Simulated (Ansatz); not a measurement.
Z-matrix (Å, degrees):
```
C
C 1 1.514
H 1 1.093 2 110.1
H 1 1.093 2 110.7 3 120.0
H 1 1.092 2 110.7 3 -119.7
C 2 1.514 1 112.5 3 -60.9
O 2 1.421 1 108.8 3 59.8
H 2 1.101 1 108.8 3 178.5
H 6 1.093 2 110.7 1 -59.2
H 6 1.092 2 110.7 1 -179.5
H 6 1.093 2 110.1 1 60.9
Si 7 1.659 2 122.6 1 118.6
N 12 1.705 7 97.5 2 -180.0
H 13 1.010 12 124.6 7 0.0
H 13 1.007 12 122.1 7 -180.0
```

Total charge 0; spin multiplicity 1.

Problem. List the r2SCAN/def2-TZVPP orbital energies in eV (the Gaussian-basis code of Ansatz). (Best estimate.)

Solution. Computed: Occupied: -1790.98, -515.64, -384.96, -274.55, -272.70, -272.70, -141.27, -96.23, -96.14, -96.04, -26.56, -22.23, -20.12, -17.91, -15.19, -13.55, -12.68, -11.81, -11.17, -11.00, -9.75, -9.67, -9.45, -8.96, -7.71, -7.71, -6.59, -5.56. Lowest empty: -1.33, 0.32, 1.23, 1.90, 2.39, 2.75, 2.75, 2.95.
